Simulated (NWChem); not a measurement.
System: TlCl; SMILES [Cl][Tl]

Input file for NWChem:

```
start job
memory heap 200 mb stack 900 mb global 1100 mb
geometry units angstroms noautosym nocenter noautoz
  Tl     0.000000     0.000000    -0.413524
  Cl     0.000000     0.000000     2.105985
end
basis spherical
  * library def2-svp
end
ecp
  Tl library def2-ecp
end
dft
  xc xpbe96 cpbe96
  iterations 150
  vectors input atomic output neutral.movecs
end
task dft energy
charge 1
dft
  odft
  mult 2
  vectors input atomic output cation.movecs
end
task dft energy
```

All runs use the structure optimised with PBE0/def2-SVP. def2 effective core potentials on Tl; no spin-orbit coupling.

Ions are spin-unrestricted doublets at the neutral geometry; other ion states weren't tried.

### Question
What results follow from this input? (PBE/def2-SVP with def2 effective core potentials on Tl, vertical spin-unrestricted ions.) Quantities: −ε(HOMO) (eV).

### Answer
```
Quantity       Value
-------------  -----
−ε(HOMO) (eV)   6.23
```
